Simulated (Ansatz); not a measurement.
A nudged elastic band was laid between two geometries of GaH3O (5 atoms, charge 0, multiplicity 1).

Computed with RKS B3LYP-D4/def2-SVP (Ansatz).

```yaml
movable_images: 7
climbing_image: yes
spring: 5.0 eV/Å²
optimiser: quadratic models (default)
start_path: through a guess of the saddle point
force_threshold: 0.03 eV/Å
iteration_limit: 60
end_points: relaxed
```

Initial state:

```xyz
5
Properties=species:S:1:pos:R:3
Ga 0.385 -0.082 0.199
H 0.205 -0.244 1.750
H 1.680 0.239 -0.611
O -1.060 -0.281 -0.845
H -1.882 -0.480 -0.378
```

Final state:

```xyz
5
Properties=species:S:1:pos:R:3
Ga -1.116 -0.193 -2.251
H 1.048 -0.010 1.004
H 1.597 0.052 1.531
O -0.814 -0.254 -0.462
H -1.387 -0.442 0.293
```

**Question.** What changes between the two ends?

**Answer.** Bonds broken: Ga1–H2, Ga1–H3. Bonds formed: H2–H3. GaH3O becomes GaHO + H2.

**Question.** Give the energies along the band, and the barrier.

**Answer.** The run converged. The highest image is number 2 of 0 to 8, 3.01 eV above the first end and 2.96 eV above the last; the last end lies 0.05 eV above the first. Neighbouring images differ by up to 2.2 eV, so the band resolves the path poorly. A vibrational analysis at the climbing image gives one clearly imaginary mode, 1426i cm⁻¹: a first-order saddle point. The orbitals stay closed-shell, which can raise the energy where a bond breaks towards radicals; this wasn't checked here.

```csv
image,path coordinate (Å),energy (eV),Ga1–H2 (Å),Ga1–H3 (Å),H2–H3 (Å)
0,0.00,0.00,1.57,1.56,2.83
1,0.76,0.81,1.58,1.52,2.24
2,1.52,3.01,1.93,1.53,1.50
3,2.08,1.08,2.19,1.85,0.89
4,2.64,0.21,2.80,2.54,0.76
5,3.20,0.13,3.12,3.26,0.76
6,3.76,0.09,3.22,3.73,0.76
7,4.32,0.06,3.58,4.25,0.76
8,4.87,0.05,3.91,4.66,0.76
```

**Question.** What is the geometry of the highest image?

**Answer.** 
```xyz
5
Properties=species:S:1:pos:R:3
Ga 0.315 0.290 -0.507
H 0.588 -0.539 1.215
H 1.549 0.267 0.401
O -1.371 -0.167 -0.853
H -1.753 -0.697 -0.141
```

The band took 26 iterations and roughly 2.4 core-minutes.

Time of the run: 2.4 min on 1 thread of Intel(R) Xeon(R) 6975P-C (Granite Rapids) (shared host), peak memory 0.14 GiB.
